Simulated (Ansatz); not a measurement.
Relaxation of C2H6ClNSiSn (12 atoms, charge 0, multiplicity 1), to a largest force component of 0.015 eV/Å in at most 40 steps.

All numbers below come from RKS BHLYP-D4/def2-SVP in Ansatz 0.2.0.

```xyz
12
Properties=species:S:1:pos:R:3:forces:R:3
Cl -0.642 -1.665 -2.194 -0.30 0.53 0.48
C 0.231 -0.769 -0.990 -4.00 0.26 -0.37
C -0.140 0.072 0.052 4.76 -2.15 -1.60
Sn -1.925 0.713 0.768 -2.65 0.97 1.23
N 1.258 0.277 0.580 -0.83 2.87 3.75
Si 1.932 -0.582 -0.692 2.73 -1.18 0.34
H -1.733 2.282 1.581 -0.01 -0.80 -0.41
H -2.507 -0.458 1.970 0.29 0.58 -0.60
H -3.160 0.905 -0.487 0.74 -0.17 0.57
H 1.651 0.801 1.438 -1.85 -1.21 -2.34
H 2.601 0.275 -1.639 0.75 0.05 -0.59
H 2.591 -1.833 -0.219 0.39 0.25 -0.46
```

Problem. Where does it end, and by what steps?

Solution. The forces met the threshold. After 17 steps the energy has fallen by 1.255 eV; H10 moved furthest, 0.68 Å.

| step | energy less start (eV) | largest force component (eV/Å) | accepted |
| --- | --- | --- | --- |
| 0 | 0.0000 | 4.763 | yes |
| 1 | -0.8706 | 1.907 | yes |
| 2 | -1.0980 | 0.794 | yes |
| 3 | -1.1765 | 0.377 | yes |
| 4 | -1.1880 | 0.145 | yes |
| 5 | -1.1919 | 0.213 | yes |
| 6 | -1.1947 | 0.151 | yes |
| 7 | -1.1994 | 0.338 | yes |
| 8 | -1.2305 | 0.361 | yes |
| 9 | -1.2240 | 1.411 | no |
| 10 | -1.2471 | 0.268 | yes |
| 11 | -1.2509 | 0.372 | yes |
| 12 | -1.2402 | 0.821 | no |
| 13 | -1.2543 | 0.177 | yes |
| 14 | -1.2541 | 0.101 | no |
| 15 | -1.2547 | 0.049 | yes |
| 16 | -1.2551 | 0.020 | yes |
| 17 | -1.2552 | 0.007 | yes |

```xyz
12
Properties=species:S:1:pos:R:3
Cl -0.960 -1.633 -1.966
C 0.188 -0.801 -1.001
C -0.053 0.020 0.040
Sn -1.952 0.671 0.816
N 1.206 0.286 0.647
Si 1.999 -0.639 -0.644
H -1.637 2.003 1.837
H -2.657 -0.593 1.712
H -2.968 1.139 -0.464
H 1.391 1.223 0.967
H 2.827 0.161 -1.574
H 2.771 -1.818 -0.203
```

Whether the end is a true minimum wasn't checked by a vibrational analysis.

Time of the run: 87 s on 2 threads of Intel(R) Xeon(R) Platinum 8488C (Sapphire Rapids), with other jobs on the host, peak memory 0.45 GiB.
